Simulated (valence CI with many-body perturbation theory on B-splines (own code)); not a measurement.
## Energy levels of I XLVII

Method: relativistic CI+MBPT: five valence electrons over a frozen Dirac-Fock core [He], a basis of 9 s, 9 p, 8 d, 6 f, 3 g, 1 h functions for each j, with the one-electron correlation potential Σ1, the two-electron term Σ2, the three-electron term Σ3, Breit, model QED; selected CI, second order for the rest, scaled by the run's own slope (own B-spline code, finite nucleus).

No measured spectrum was set against this ion. As an estimate, large intervals hold to a few tenths of a per cent, small ones and those within an open d or f shell to about a per cent. Among the levels kept, up to 3700 cm⁻¹ of a level comes from second order outside the variational space, and about a tenth of that is noise between levels of different J, which matters for small intervals.

Levels 1 to 45 of 62, with energies above the lowest level, (2s^2 2p1/2^2 2p3/2) J=3/2. "Leading %" is the weight of the configuration and term that name the level; weights of strongly mixed levels are sums over their largest components and can fall short, so below about 35 % the name and the second component can differ from the true leading terms, or belong to a minority configuration. In the jj column 3d3/2^4 stands for four electrons in 3d with j = 3/2. Lifetimes count E1, E2, E3, M1 and M2 decay at the calculated energies, and are blank where another channel may lead or the interval is too uncertain; long ones can be off by a factor of two.

| No. | Configuration | Term | J | E (Ry) | Leading % | Second component | g | Lifetime | Leading jj |
| --- | --- | --- | --- | --- | --- | --- | --- | --- | --- |
| 1 | 2s2.2p3 | 2P° | 3/2 | 0.00 | 46 | 28 % 2s2.2p3 4S° | 1.363 |  | 2s^2 2p1/2^2 2p3/2 (99 %) |
| 2 | 2s2.2p3 | 4S° | 3/2 | 21.71 | 54 | 45 % 2s2.2p3 2D° | 1.438 | 3.80 ns | 2s^2 2p1/2 2p3/2^2 (100 %) |
| 3 | 2s2.2p3 | 2D° | 5/2 | 23.17 | 100 |  | 1.181 | 22.0 ns | 2s^2 2p1/2 2p3/2^2 (100 %) |
| 4 | 2s2.2p3 | 2P° | 1/2 | 25.39 | 100 |  | 0.642 | 5.63 ns | 2s^2 2p1/2 2p3/2^2 (100 %) |
| 5 | 2s.2p4 | 4P | 5/2 | 37.33 | 75 | 25 % 2s.2p4 2D | 1.484 | 5.32 ps | 2s 2p1/2^2 2p3/2^2 (99 %) |
| 6 | 2s.2p4 | 2S | 1/2 | 42.24 | 60 | 33 % 2s.2p4 4P | 2.107 | 1.35 ps | 2s 2p1/2^2 2p3/2^2 (98 %) |
| 7 | 2s.2p4 | 2P | 3/2 | 42.36 | 43 | 36 % 2s.2p4 2D | 1.206 | 799 fs | 2s 2p1/2^2 2p3/2^2 (98 %) |
| 8 | 2s2.2p3 | 2P° | 3/2 | 47.19 | 53 | 29 % 2s2.2p3 2D° | 1.282 | 1.66 ns | 2s^2 2p3/2^3 (99 %) |
| 9 | 2s.2p4 | 4P | 3/2 | 60.52 | 78 | 15 % 2s.2p4 2D | 1.549 | 1.59 ps | 2s 2p1/2 2p3/2^3 (99 %) |
| 10 | 2s.2p4 | 2D | 5/2 | 62.86 | 75 | 25 % 2s.2p4 4P | 1.280 | 1.59 ps | 2s 2p1/2 2p3/2^3 (99 %) |
| 11 | 2s.2p4 | 2P | 1/2 | 65.47 | 60 | 36 % 2s.2p4 4P | 1.425 | 606 fs | 2s 2p1/2 2p3/2^3 (96 %) |
| 12 | 2s.2p4 | 2P | 3/2 | 66.30 | 50 | 48 % 2s.2p4 2D | 1.061 | 594 fs | 2s 2p1/2 2p3/2^3 (99 %) |
| 13 | 2p5 | 2P° | 3/2 | 83.57 | 99 |  | 1.316 | 539 fs | 2p1/2^2 2p3/2^3 (99 %) |
| 14 | 2s.2p4 | 2S | 1/2 | 88.47 | 37 | 33 % 2s.2p4 2P | 1.747 | 679 fs | 2s 2p3/2^4 (98 %) |
| 15 | 2p5 | 2P° | 1/2 | 106.78 | 100 |  | 0.642 | 404 fs | 2p1/2 2p3/2^4 (100 %) |
| 16 | 2s2.2p2.3s | 4P | 1/2 | 323.07 | 48 | 29 % 2s2.2p2.3s 2S | 2.019 | 22.4 fs | 2s^2 2p1/2^2 3s (99 %) |
| 17 | 2s2.2p2.3p | 2P° | 1/2 | 327.79 | 43 | 40 % 2s2.2p2.3p 4D° | 0.657 | 2.16 ps | 2s^2 2p1/2^2 3p1/2 (99 %) |
| 18 | 2s2.2p2.3p | 2P° | 3/2 | 335.13 | 31 | 22 % 2s2.2p2.3p 4D° | 1.332 | 2.08 ps | 2s^2 2p1/2^2 3p3/2 (99 %) |
| 19 | 2s2.2p2.3d | 2D | 3/2 | 339.74 | 39 | 34 % 2s2.2p2.3d 4F | 0.785 | 15.8 fs | 2s^2 2p1/2^2 3d3/2 (99 %) |
| 20 | 2s2.2p2.3d | 2D | 5/2 | 342.19 | 32 | 20 % 2s2.2p2.3d 4D | 1.198 | 3.04 fs | 2s^2 2p1/2^2 3d5/2 (98 %) |
| 21 | 2s2.2p2.3s | 4P | 3/2 | 345.21 | 88 | 10 % 2s2.2p2.3s 2P | 1.670 | 31.5 fs | 2s^2 2p1/2 2p3/2 3s (99 %) |
| 22 | 2s2.2p2.3s | 2P | 1/2 | 345.73 | 67 | 32 % 2s2.2p2.3s 4P | 1.298 | 14.8 fs | 2s^2 2p1/2 2p3/2 3s (99 %) |
| 23 | 2s2.2p2.3s | 2D | 5/2 | 346.44 | 61 | 38 % 2s2.2p2.3s 4P | 1.335 | 34.7 fs | 2s^2 2p1/2 2p3/2 3s (99 %) |
| 24 | 2s2.2p2.3s | 2D | 3/2 | 346.75 | 62 | 36 % 2s2.2p2.3s 2P | 0.985 | 15.7 fs | 2s^2 2p1/2 2p3/2 3s (99 %) |
| 25 | 2s2.2p2.3p | 4P° | 1/2 | 349.90 | 46 | 29 % 2s2.2p2.3p 4D° | 1.717 | 2.83 ps | 2s^2 2p1/2 2p3/2 3p1/2 (99 %) |
| 26 | 2s2.2p2.3p | 4D° | 3/2 | 350.30 | 55 | 23 % 2s2.2p2.3p 2D° | 1.143 | 2.99 ps | 2s^2 2p1/2 2p3/2 3p1/2 (99 %) |
| 27 | 2s2.2p2.3p | 2F° | 5/2 | 351.17 | 46 | 31 % 2s2.2p2.3p 2D° | 1.080 | 2.21 ps | 2s^2 2p1/2 2p3/2 3p1/2 (99 %) |
| 28 | 2s2.2p2.3p | 2P° | 3/2 | 352.92 | 41 | 26 % 2s2.2p2.3p 2D° | 1.345 | 691 fs | 2s^2 2p1/2 2p3/2 3p1/2 (98 %) |
| 29 | 2s2.2p2.3p | 4D° | 5/2 | 356.44 | 44 | 31 % 2s2.2p2.3p 4P° | 1.447 | 334 fs | 2s^2 2p1/2 2p3/2 3p3/2 (86 %) |
| 30 | 2s2.2p2.3p | 4P° | 1/2 | 356.98 | 34 | 34 % 2s2.2p2.3p 2P° | 1.633 | 1.42 ps | 2s^2 2p1/2 2p3/2 3p3/2 (98 %) |
| 31 | 2s2.2p2.3p | 2D° | 3/2 | 357.41 | 52 | 25 % 2s2.2p2.3p 4P° | 1.173 | 1.79 ps | 2s^2 2p1/2 2p3/2 3p3/2 (99 %) |
| 32 | 2s2.2p2.3p | 2F° | 7/2 | 357.91 | 61 | 38 % 2s2.2p2.3p 4D° | 1.239 | 2.32 ps | 2s^2 2p1/2 2p3/2 3p3/2 (99 %) |
| 33 | 2s2.2p2.3p | 2P° | 3/2 | 358.19 | 32 | 22 % 2s2.2p2.3p 4S° | 1.401 | 89.4 fs | 2s^2 2p1/2 2p3/2 3p3/2 (82 %) |
| 34 | 2s.2p3.3s | 4P° | 5/2 | 358.69 | 23 | 19 % 2s.2p3.3s 6S° | 1.438 | 78.2 fs | 2s 2p1/2^2 2p3/2 3s (50 %) |
| 35 | 2s2.2p2.3p | 2D° | 5/2 | 359.56 | 30 | 15 % 2s2.2p2.3p 4P° | 1.381 | 162 fs | 2s^2 2p1/2 2p3/2 3p3/2 (65 %) |
| 36 | 2s2.2p2.3p | 2P° | 1/2 | 360.06 | 82 | 8 % 2s2.2p2.3p 4D° | 0.660 | 212 fs | 2s^2 2p1/2 2p3/2 3p3/2 (95 %) |
| 37 | 2s.2p3.3s | 2P° | 3/2 | 360.48 | 29 | 27 % 2s.2p3.3s 4S° | 1.494 | 21.9 fs | 2s 2p1/2^2 2p3/2 3s (83 %) |
| 38 | 2s2.2p2.3d | 4F | 3/2 | 361.96 | 42 | 29 % 2s2.2p2.3d 2P | 0.939 | 7.90 fs | 2s^2 2p1/2 2p3/2 3d3/2 (98 %) |
| 39 | 2s2.2p2.3d | 4F | 5/2 | 362.10 | 55 | 36 % 2s2.2p2.3d 2F | 0.979 | 16.3 fs | 2s^2 2p1/2 2p3/2 3d3/2 (96 %) |
| 40 | 2s2.2p2.3d | 4D | 1/2 | 362.23 | 80 | 14 % 2s2.2p2.3d 2P | 0.234 | 17.0 fs | 2s^2 2p1/2 2p3/2 3d3/2 (100 %) |
| 41 | 2s2.2p2.3d | 2G | 7/2 | 363.06 | 45 | 32 % 2s2.2p2.3d 4F | 1.048 | 10.2 ps | 2s^2 2p1/2 2p3/2 3d3/2 (92 %) |
| 42 | 2s2.2p2.3d | 2F | 5/2 | 363.32 | 22 | 13 % 2s2.2p2.3d 2D | 1.246 | 2.40 fs | 2s^2 2p1/2 2p3/2 3d3/2 (53 %) |
| 43 | 2s.2p3.3p | 6P | 3/2 | 363.60 | 19 | 14 % 2s2.2p2.3d 2D | 1.530 | 4.37 fs | 2s 2p1/2^2 2p3/2 3p1/2 (66 %) |
| 44 | 2s2.2p2.3d | 4D | 7/2 | 363.65 | 48 | 30 % 2s2.2p2.3d 4F | 1.303 | 93.7 fs | 2s^2 2p1/2 2p3/2 3d5/2 (96 %) |
| 45 | 2s.2p3.3s | 2P° | 1/2 | 363.72 | 38 | 36 % 2s.2p3.3s 4D° | 0.764 | 19.2 fs | 2s 2p1/2^2 2p3/2 3s (92 %) |

The ionisation energy to 2s2.2p2 3P_0 of the next ion comes out as 8044.3 eV (NIST: 8044 ± 4 eV (theoretical)). All 62 levels together are meant to be complete up to 371.71 Ry.
